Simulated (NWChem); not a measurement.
System: CH3NOSi; SMILES O=C=N[SiH3]

Here is an NWChem input.

```
start job
memory heap 200 mb stack 900 mb global 1100 mb
geometry units angstroms noautosym nocenter noautoz
  Si     0.079139    -1.567390     0.002312
  N      0.006291     0.159462     0.001182
  C     -0.045049     1.366653     0.000396
  O     -0.095239     2.547946    -0.000375
  H      0.876757    -2.026168     1.188003
  H     -1.314159    -2.119359     0.083387
  H      0.737137    -2.033630    -1.263475
end
basis spherical
  Si library def2-svp
  N library def2-svp
  C library def2-svp
  O library def2-svp
  H library def2-svp
end
dft
  xc b3lyp
  iterations 150
  mulliken
end
task dft energy
esp
  recalculate
  probe 0.07
  range 0.3
  factor 1.0
  spacing 0.02
end
task esp
```

Output (shortened):

```
             Northwest Computational Chemistry Package (NWChem) 7.3.0
             --------------------------------------------------------

                             Geometry "geometry" -> ""
                             -------------------------

 Output coordinates in angstroms (scale by  1.889725989 to convert to a.u.)

  No.       Tag          Charge          X              Y              Z
 ---- ---------------- ---------- -------------- -------------- --------------
    1 Si                  14.0000     0.07913900    -1.56739000     0.00231200
    2 N                    7.0000     0.00629100     0.15946200     0.00118200
    3 C                    6.0000    -0.04504900     1.36665300     0.00039600
    4 O                    8.0000    -0.09523900     2.54794600    -0.00037500
    5 H                    1.0000     0.87675700    -2.02616800     1.18800300
    6 H                    1.0000    -1.31415900    -2.11935900     0.08338700
    7 H                    1.0000     0.73713700    -2.03363000    -1.26347500

 Effective nuclear repulsion energy (a.u.)     136.6743202322

                                 NWChem DFT Module
                                 -----------------

 Summary of "ao basis" -> "ao basis" (spherical)
 ------------------------------------------------------------------------------
       Tag                 Description            Shells   Functions and Types
 ---------------- ------------------------------  ------  ---------------------
 Si                         def2-svp                 8       18   4s3p1d
 N                          def2-svp                 6       14   3s2p1d
 C                          def2-svp                 6       14   3s2p1d
 O                          def2-svp                 6       14   3s2p1d
 H                          def2-svp                 3        5   2s1p

            General Information
            -------------------
          SCF calculation type: DFT
          Wavefunction type:  closed shell.
          No. of atoms     :     7
          No. of electrons :    38
           Alpha electrons :    19
            Beta electrons :    19
          Charge           :     0
          Spin multiplicity:     1
          Use of symmetry is: off; symmetry adaption is: off
          Maximum number of iterations: 150
          AO basis - number of functions:    75
                     number of shells:    35
          Convergence on energy requested:  1.00D-06
          Convergence on density requested:  1.00D-05
          Convergence on gradient requested:  5.00D-04

              XC Information
              --------------
                         B3LYP Method XC Potential
                     Hartree-Fock (Exact) Exchange  0.200
                        Slater Exchange Functional  0.800 local
                    Becke 1988 Exchange Functional  0.720 non-local
              Lee-Yang-Parr Correlation Functional  0.810
                  VWN I RPA Correlation Functional  0.190 local

             Grid Information
             ----------------
          Grid used for XC integration:  medium
          Radial quadrature: Mura-Knowles
          Angular quadrature: Lebedev.
          Tag              B.-S. Rad. Rad. Pts. Rad. Cut. Ang. Pts.
          ---              ---------- --------- --------- ---------
          Si                  1.10       88           9.0       590
          N                   0.65       49           8.0       434
          C                   0.70       49          10.0       434
          O                   0.60       49          12.0       434
          H                   0.35       45          10.0       434
          Grid pruning is: on
          Number of quadrature shells:   370
          Spatial weights used:  Erf1

      Superposition of Atomic Density Guess
      -------------------------------------

 Sum of atomic energies:        -456.79652735

      Non-variational initial energy
      ------------------------------

 Total energy =    -458.409064
 1-e energy   =    -900.317298
 2-e energy   =     305.233913
 HOMO         =      -0.358509
 LUMO         =       0.070450

     ---------------------------------------------
      Total Density - Mulliken Population Analysis
     ---------------------------------------------

    Atom       Charge   Shell Charges
 -----------   ------   -------------------------------------------------------
    1 Si  14    13.34   2.00  1.99  0.97  0.26  5.94  1.06  0.95  0.18
    2 N    7     7.61   1.99  1.04  0.45  2.55  1.58  0.01
    3 C    6     5.19   1.99  0.89  0.17  1.49  0.54  0.10
    4 O    8     8.59   1.99  1.13  0.65  2.98  1.82  0.01
    5 H    1     1.09   0.70  0.38  0.01
    6 H    1     1.09   0.70  0.38  0.01
    7 H    1     1.09   0.70  0.38  0.01

   convergence    iter        energy       DeltaE   RMS-Dens  Diis-err
 ---------------- ----- ----------------- --------- --------- ---------
 d= 0,ls=0.0,diis     1   -459.1163405899 -5.96D+02  1.70D-02  8.03D-01
 d= 0,ls=0.0,diis     2   -458.9851320221  1.31D-01  1.06D-02  2.40D+00
 d= 0,ls=0.0,diis     3   -459.2008565326 -2.16D-01  3.70D-03  1.27D-01
 d= 0,ls=0.0,diis     4   -459.2070229411 -6.17D-03  1.83D-03  6.00D-02
 d= 0,ls=0.0,diis     5   -459.2135124624 -6.49D-03  3.42D-04  1.22D-03
  Resetting Diis
 d= 0,ls=0.0,diis     6   -459.2136647653 -1.52D-04  4.87D-05  1.29D-05
 d= 0,ls=0.0,diis     7   -459.2136663909 -1.63D-06  3.12D-05  1.86D-06
 d= 0,ls=0.0,diis     8   -459.2136661457  2.45D-07  1.91D-05  4.21D-06
 d= 0,ls=0.0,diis     9   -459.2136665883 -4.43D-07  5.19D-06  6.30D-07

         Total DFT energy =     -459.213666588250
      One electron energy =     -902.326948187922
           Coulomb energy =      349.359795704921
    Exchange-Corr. energy =      -42.920834337481
 Nuclear repulsion energy =      136.674320232233

 Numeric. integr. density =       38.000004152549

                       DFT Final Molecular Orbital Analysis
                       ------------------------------------

 Vector   17  Occ=2.000000D+00  E=-3.768356D-01
              MO Center= -1.5D-01, -1.2D+00,  3.0D-01, r^2= 3.9D+00
   Bfn.  Coefficient  Atom+Function         Bfn.  Coefficient  Atom+Function
  ----- ------------  ---------------      ----- ------------  ---------------
    66      0.298913  6 H  s                 61     -0.272653  5 H  s
     8     -0.267020  1 Si px                50      0.198924  4 O  px
    11     -0.186101  1 Si px                 5      0.150050  1 Si px
    67      0.149780  6 H  s                 62     -0.136621  5 H  s
    22      0.134914  2 N  px                53      0.128521  4 O  px

 Vector   18  Occ=2.000000D+00  E=-3.036202D-01
              MO Center= -1.2D-01,  5.1D-01,  7.6D-03, r^2= 3.7D+00
   Bfn.  Coefficient  Atom+Function         Bfn.  Coefficient  Atom+Function
  ----- ------------  ---------------      ----- ------------  ---------------
    22      0.427028  2 N  px                50      0.379998  4 O  px
    25     -0.341126  2 N  px                53      0.279554  4 O  px
    66     -0.191227  6 H  s                 67     -0.161101  6 H  s
    61      0.095788  5 H  s                 71      0.095410  7 H  s
     8      0.094718  1 Si px                36     -0.089324  3 C  px

 Vector   19  Occ=2.000000D+00  E=-3.036199D-01
              MO Center=  1.0D-01,  5.2D-01, -5.7D-03, r^2= 3.7D+00
   Bfn.  Coefficient  Atom+Function         Bfn.  Coefficient  Atom+Function
  ----- ------------  ---------------      ----- ------------  ---------------
    24      0.427412  2 N  pz                52      0.380343  4 O  pz
    27     -0.341432  2 N  pz                55      0.279808  4 O  pz
    61      0.165488  5 H  s                 71     -0.165705  7 H  s
    62      0.139426  5 H  s                 72     -0.139606  7 H  s
    10      0.094803  1 Si pz                38     -0.089407  3 C  pz

[...]

                     NWChem Electrostatic Potential Fit Module
                     -----------------------------------------

 Atom parameters

 Number of atoms is                                    7
 Number of basis functions is                         75

 Grid parameters

 Maximum number of grid points is                  35606
 Number of grid points is                          35605
 Grid range                                     0.300000 nm
 Grid spacing                                   0.020000 nm
 Probe radius                                   0.070000 nm
 Atom radius factor                             1.000000

 Atomic radii

    1    0.100000
    6    0.147000
    7    0.140000
    8    0.136000
   14    0.187000
 FASTESP  F
  using M.O. file = ./job.movecs

    Atom              Coordinates                           Charge

                                                  ESP

    1 Si    0.007914   -0.156739    0.000231    0.554760
    2 N     0.000629    0.015946    0.000118   -0.450208
    3 C    -0.004505    0.136665    0.000040    0.594073
    4 O    -0.009524    0.254795   -0.000038   -0.388852
    5 H     0.087676   -0.202617    0.118800   -0.103919
    6 H    -0.131416   -0.211936    0.008339   -0.102603
    7 H     0.073714   -0.203363   -0.126348   -0.103252
                                            ------------
                                                0.000000

 Dipole moment                                  0.911957

 Quadrupole moment Qxx                          3.255040
                   Qyy                         -6.511115
                   Qzz                          3.256075

 RMS deviation kJ/mol                           0.056167

 RRMS %                                        30.452267
```

Level: B3LYP/def2-SVP. Coordinates come from a PBE-D3(BJ)/def2-SVP optimisation.
